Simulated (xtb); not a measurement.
Ru(NH3)6 (H18N6Ru), SMILES [NH3]->[Ru+2](<-[NH3])(<-[NH3])(<-[NH3])(<-[NH3])<-[NH3], charge +2, multiplicity 1. All values are semi-empirical tight-binding results from xtb (GFN2-xTB unless named), good for trends rather than for accurate numbers. Geometry optimised at GFN2-xTB. The multiplicity is an assumed one; other spin states were not compared. The isomer is the one that the SMILES or the coordinates give; other isomers of the formula were not compared.

Optimised geometry:

```xyz
25

Ru    -0.0002    -0.0001     0.0002
N      0.9785    -1.3883     1.3805
H      0.5688    -1.4069     2.3160
H      1.9651    -1.1582     1.5148
H      0.9561    -2.3536     1.0459
N     -1.1663    -1.6591    -0.8217
H     -1.5835    -2.2218    -0.0771
H     -0.6134    -2.3062    -1.3868
H     -1.9430    -1.3600    -1.4142
N     -1.6064     0.3753     1.4384
H     -1.5824    -0.2307     2.2603
H     -2.5293     0.2395     1.0209
H     -1.5957     1.3325     1.7962
N      1.5780    -0.3570    -1.4732
H      1.2073    -0.7175    -2.3547
H      2.2803    -1.0324    -1.1657
H      2.0905     0.4929    -1.7165
N      1.1528     1.6381     0.8806
H      1.1865     1.5602     1.8992
H      0.7646     2.5619     0.6822
H      2.1257     1.6687     0.5708
N     -0.9356     1.3915    -1.4057
H     -1.2014     0.9447    -2.2851
H     -0.3098     2.1570    -1.6634
H     -1.7840     1.8307    -1.0441
```
Charge +2, spin multiplicity 1.

The geometry has at least one imaginary mode, so it is a saddle point at that level.

For metal compounds this method's bond lengths and energies can be far off.

### Question
Estimate the properties. (Estimate from the structure and the level; the computed values follow.)

### Answer

```yaml
point_group_as_xtb_finds_it: C2
orbital_gap: 2.48 eV
```

Computed atomic charges and the Wiberg bond orders between heavy atoms:
charges (e) Ru1 -0.27, N2 -0.28, H3 0.22, H4 0.22, H5 0.22, N6 -0.28, H7 0.22, H8 0.22, H9 0.22, N10 -0.28, H11 0.22, H12 0.22, H13 0.22, N14 -0.28, H15 0.22, H16 0.22, H17 0.22, N18 -0.28, H19 0.22, H20 0.22, H21 0.22, N22 -0.28, H23 0.22, H24 0.22, H25 0.22. Bond orders Ru1–N2 0.55, Ru1–N6 0.56, Ru1–N10 0.55, Ru1–N14 0.56, Ru1–N18 0.56, Ru1–N22 0.56.
